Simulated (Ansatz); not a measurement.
System: sum formula SiN3H6, charge 0, multiplicity 2. It need not be the lowest isomer of its formula. 
Structure (B3LYP-D3(BJ)/def2-TZVP (Ansatz, an electronic-structure program) minimum search):
```
Si
N 1 1.7319
H 2 1.0080 1 120.77
H 2 1.0096 3 111.49 1 -145.27
N 1 1.7319 2 107.61 3 -152.28
H 5 1.0080 1 120.77 2 92.01
H 5 1.0096 6 111.49 1 -145.27
N 1 1.7319 2 107.61 3 92.01
H 8 1.0080 1 120.77 2 -152.28
H 8 1.0096 9 111.49 1 -145.27
```
Charge 0, spin multiplicity 2.

Basis-set convergence of Hartree-Fock and CCSD(T) correlation energies (hartree) with Ansatz. Valence correlation only, unless marked. Open shells are spin-unrestricted. No spin-orbit coupling. Non-relativistic.

```
basis       functions       E(HF)  E(corr, CCSD(T))
----------  ---------  ----------  ----------------
def2-SVP           90  -455.59966          -0.64719
def2-TZVPP        219  -455.92038          -0.80695
def2-QZVPP        421  -455.93900          -0.85783
```

Extrapolating the two largest sets (X = 3 and 4) as X^-3: E(corr) = (64·(-0.85783) - 27·(-0.80695))/37 = -0.8950 Eh, an estimate of the basis-set limit. The largest set recovers 95.9 % of it, the smallest 72.3 %.
